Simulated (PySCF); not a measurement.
# Static response to an electric field

Compound: C4H11NSi2.
Geometry (GFN2-xTB, Å), atoms numbered from 1 in this order:
```xyz
18
C4H11NSi2 angstrom
C     -0.6383    2.8465    0.8858
C     -0.2790    1.8407    0.3317
Si     0.3030    0.2801   -0.5189
N      0.5705    0.4994   -2.2170
Si     2.2650   -0.4760    0.4406
C     -1.1831   -0.9158   -0.4045
C     -1.5470   -1.2485    1.0361
H     -0.9591    3.7243    1.3708
H     -0.2128    0.6941   -2.8206
H      1.3695    1.0308   -2.5211
H      3.3575   -0.6204   -0.5273
H      2.1114   -1.7812    1.0918
H      2.7546    0.4450    1.4713
H     -0.9536   -1.8388   -0.9394
H     -2.0547   -0.4810   -0.8976
H     -2.4018   -1.9224    1.0790
H     -0.7115   -1.7276    1.5440
H     -1.7993   -0.3429    1.5837
```

Level: wB97X-D/def2-SVPD (PySCF), static field, nuclei fixed, core orbitals frozen in the response. The polarisability tensor in these axes (au):

```
x   110.61  -6.62  -2.16
y    -6.62 113.86   5.34
z    -2.16   5.34 101.71
```

Question: What are the eigenvalues, a third of the trace, and Δα (Δα² = ½Σ(αi − αj)² over the three pairs)?

Answer: Principal values 99.68, 105.81 and 120.68 au; mean 108.72 au = 16.11 Å³ = 17.93 × 10⁻⁴⁰ C²·m²/J; Δα = 18.71 au (17 % of the mean).

Question: What is the dipole moment, and where does it point?

Answer: (-0.66, 0.65, -0.68) D, 1.15 D in size, pointing from the negative to the positive side. Measured along this direction, the outermost atoms are H12 at the negative end and H9 at the positive end.

Question: Give the principal axes and the span of the nuclei along them.

Answer: Largest value along (-0.57, 0.77, 0.28), where the nuclei span 6.35 Å; middle along (0.82, 0.52, 0.24), 5.55 Å; least along (-0.04, -0.37, 0.93), 4.97 Å. The response follows the extents in order.

Question: Sum over states: ᾱ = Σ f/ω², ω in Eh. What share falls to these 8 lowest TDDFT singlets (eV, f)? 5.94, 0.0052; 6.14, 0.0112; 6.29, 0.0037; 6.41, 0.0266; 6.85, 0.0152; 7.02, 0.0261; 7.25, 0.1435; 7.41, 0.0268.

Answer: They add up to 3.89 au, 3.6 % of the 108.72 au; the largest single term is 2.02 au, from the state at 7.25 eV. Terms in order: 0.11, 0.22, 0.07, 0.48, 0.24, 0.39, 2.02, 0.36 au. Higher excitations give the rest. The strengths listed sum to 0.258.

Question: Give the eigenvalues of the traceless quadrupole moment Θ = ½Σq(3rr − r²1), origin at the centre of nuclear charge.

Answer: -2.64, 0.46, 2.19 D·Å. The values depend on the origin, since the dipole doesn't vanish. The electronic extent ⟨r²⟩ about the same centre is 1324 bohr², a root-mean-square distance of 2.30 Å for the 70 electrons.

Geometry: GFN2-xTB, one conformer, isolated molecule. GFN2-xTB frequencies show an imaginary mode (30i cm⁻¹), so this geometry is no minimum at that level.

wB97X-D is run here without its empirical dispersion term; that term would change no orbital, density or response property at a fixed geometry.
